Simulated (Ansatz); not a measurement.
A structure relaxed at r2SCAN-D4/def2-SVPD in Ansatz, charge -1, singlet:

```xyz
6

Ag    0.952   -0.808   -1.509
Ag    0.673    1.022    0.465
Ag    1.586   -1.527    0.998
Ag   -0.893   -0.443    2.202
Ag   -1.904    0.441   -0.121
Se   -0.414    1.314   -2.034
```

Q: Give its formula and point group.

A: the cluster Ag5Se⁻. Point group Cs (tolerance 0.1 Å).

Q: Summarise the bond lengths by kind (pairs closer than 1.2 times the sum of covalent radii, bridged metal pairs left out).

A: 5 × Ag–Ag 2.68 to 2.96 Å; 3 × Ag–Se 2.58 to 2.74 Å.

In the def2 sets Ag takes a core potential; there is no spin–orbit coupling. The restricted singlet is unstable towards broken spin symmetry in Hartree–Fock (as tested in another run); at r2SCAN-D4/def2-SVPD this wasn't settled. The relaxation made no stability test and no search for a lower SCF solution. No other spin state of charge -1 was run. Another isomer (singlet) lies 0.54 eV lower at PBE0-D4/def2-TZVPD; other spin states weren't run for this one.
